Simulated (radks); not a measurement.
Results of a calculation; reference values are marked as such.
Q: The mean radii <r> (bohr) of the occupied orbitals of an atom or ion are listed with their occupations. Code: a radial shooting solver on a logarithmic mesh with Libxc functionals. Model: Dirac Kohn-Sham, PBE, spin-unpolarised, spherical densities, point nucleus.

| orbital | occ. | <r> |
|---|---|---|
| 1s1/2 | 2 | 0.04029 |
| 2s1/2 | 2 | 0.1775 |
| 2p1/2 | 2 | 0.1523 |
| 2p3/2 | 4 | 0.1563 |
| 3s1/2 | 2 | 0.5101 |
| 3p1/2 | 2 | 0.5112 |
| 3p3/2 | 4 | 0.5216 |
| 3d3/2 | 4 | 0.5216 |
| 3d5/2 | 6 | 0.5254 |
| 4s1/2 | 2 | 1.392 |
| 4p1/2 | 2 | 1.555 |
| 4p3/2 | 2 | 1.582 |

Name the element and its charge. Open shells, if any, fill j = l - 1/2 first.

A: Z = 37, rubidium, charge +3: Rb3+ in [Ar] 3d10 4s2 4p4. The 1s radius gives Z: for a bare nucleus <r> = (2 gamma + 1)/(2Z) with gamma = sqrt(1 - (Z/c)^2), 0.03954 bohr for Z = 37, and screening makes it slightly larger (0.04029 here). The occupations add up to 34, and the charge is Z minus that.
